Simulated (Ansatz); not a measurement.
HN, singlet, at a GFN2-xTB geometry; MP2/def2-SVP (Ansatz, a program for electronic structure).

Input for Ansatz:
Ansatz 0.2 input:
```yaml
crystal:
  periodic: [false, false, false]
  atoms:
    - {symbol: N, position_ang: [-0.00000000, -0.00000000, -0.12795744]}
    - {symbol: H, position_ang: [0.00000000, 0.00000000, 0.89570205]}
basis:
  gaussian:
    orbitals: def2-SVP
magnetization: {spin_polarized: false}
correlation: {method: mp2}
```

It wrote (shortened):

```
Functional definition: HF
195 factors; integrals over basis functions are off by at most 8.8e-4 eV
mean field evaluation 1: about -1491.1176 eV, gradient 8.5e0 eV
mean field evaluation 2: about -1491.1175 eV, gradient 8.5e0 eV
mean field evaluation 4: about -1491.3244 eV, gradient 3.7e-1 eV
mean field evaluation 8: about -1491.3250 eV, gradient 4.6e-5 eV
mean field evaluation 16: about -1491.3250 eV, gradient 3.6e-5 eV
mean field -1491.32496075 eV, -54.8051814510 hartree, gradient 2.1e-6 eV, S^2 0.000000; 2 other end points of the search recorded, 0 dependent functions left out; unrestricted orbitals would lower it
unrestricted determinant -1493.37701176 eV, -54.8805929350 hartree, S^2 1.0057
1 core orbitals not correlated
reference -1491.32496075 eV, -54.8051814510 hartree; 3, 3 occupied and 15, 15 virtual orbitals, 195 factors
second order -3.24335832 eV of doubles, -0.00000000 eV of singles
Total energy: -1494.56831907 eV, -54.9243726710 hartree
```
